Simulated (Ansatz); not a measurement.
FePt2, relaxed as a quintet with UKS PBE0-D4/def2-TZVP in Ansatz, starting from the PBE0-D4/def2-TZVP geometry of the neutral singlet. Force threshold 0.02 eV/Å.

In the def2 sets Pt takes a core potential; there is no spin–orbit coupling. The relaxation made no stability test and no search for a lower SCF solution. The structure comes from a short search, and lower isomers may exist.

Start:

```xyz
3

Fe   -1.274    0.248    0.018
Pt    0.808    0.687    0.930
Pt    0.466   -0.935   -0.948
```

| step | energy (eV) | largest force component (eV/Å) | SCF passes |
| --- | --- | --- | --- |
| 1 | -40876.1015 | 0.627 | 74 |
| 2 | -40876.1207 | 0.257 | 44 |
| 3 | -40876.1267 | 0.024 | 46 |
| 4 | -40876.1267 | 0.001 | 50 |

Force components are those of the run's own axes.

End:

Cartesian coordinates in Å:
```
Fe -1.286 0.250 0.018
Pt 0.817 0.704 0.950
Pt 0.469 -0.954 -0.968
```

By distances, no bond broke or formed. The bond that changes most is Pt2–Pt3, from 2.50 to 2.56 Å (atoms count from 1).

No frequencies were taken in this run, so the end may be a saddle point.

Hardware: 4 threads of Arm Neoverse V1 on a shared host. Wall time 18 s.
